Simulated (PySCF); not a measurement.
# Checking a proposed structure

A compound C5H10FN3Si gives the data below (simulated from a calculation) and was assigned the structure `C[Si](C)(C)c1n[nH]c(F)n1`.

13C{1H} NMR (computed): δ 175.6 (C), 124.6 (CH), 0.2 (CH3, 3C).

1H NMR (400 MHz, computed): δ 7.38 (m, 1H), 0.51 (s, 9H).

Non-relativistic, a single conformation, gas phase, one averaged value for each set of equivalent atoms. Shielding tensors at PBE0/pcSseg-1 (GIAO); geometry: GFN2-xTB; PySCF.

Chemical shifts δ = σref − σ; 1H (31.72 ppm) and 13C (186.93 ppm) vs TMS, all at this level.

**Question.** Compare with the shifts computed for the proposed structure, pairing carbons in order of shift.

**Answer.** Numbering as in the mapped SMILES `[CH3:1][Si:2]([CH3:3])([CH3:4])[c:5]1[n:6][nH:7][c:8]([F:9])[n:10]1` (H(Xn): hydrogen on atom n).

```csv
atom,computed for proposal,given list,difference
C8,168.2,175.6,-7.4
C5,167.6,124.6,+43.0
C1,-0.7,0.2,-0.9
C3,-0.7,0.2,-0.9
C4,-0.7,0.2,-0.9
```

The rms difference is 19.5 ppm and the largest +43.0 ppm at C5 (substituted aromatic carbon next to a ring nitrogen). The carbon types in order of shift don't match either: C, C, CH3, CH3, CH3 for the proposal against C, CH, CH3, CH3, CH3 in the data. The proposal doesn't fit.

**Question.** Which isomer fits?

**Answer.** `C[Si](C)(C)n1ncc(F)n1`.

Carbon types of the structure: 1 × C, 1 × CH, 3 × CH3, which accounts for all hydrogens. δC 175.6: aromatic carbon bearing fluorine; an ipso carbon deshielded by its heteroatom. δC 124.6: aromatic CH next to a ring nitrogen. δC 0.2: methyl carbon bonded to Si; an electropositive neighbour leaves it electron-rich and shielded. δH 7.38: hydrogen on an aromatic CH next to a ring nitrogen; the ring current deshields protons in the ring plane.

This is the structure that produced the data.

Splittings by 19F in the carbon and heteronuclear signals aren't shown, as no couplings were computed. Shifts are as computed. Against solution values, carbons near 30 ppm lie about +3 ppm off and those near 130 ppm about +5 ppm. Of 1211 compounds with measured shifts, 218 miss one by over three times the rms of a fit or turn the order of signals round; such compounds aren't used in these exercises. No couplings were computed; multiplicities are counted from neighbouring protons, with m where these are inequivalent, close in shift, in a saturated or five-membered ring or joined by F or P, and br s for small geminal =CH2 splittings.
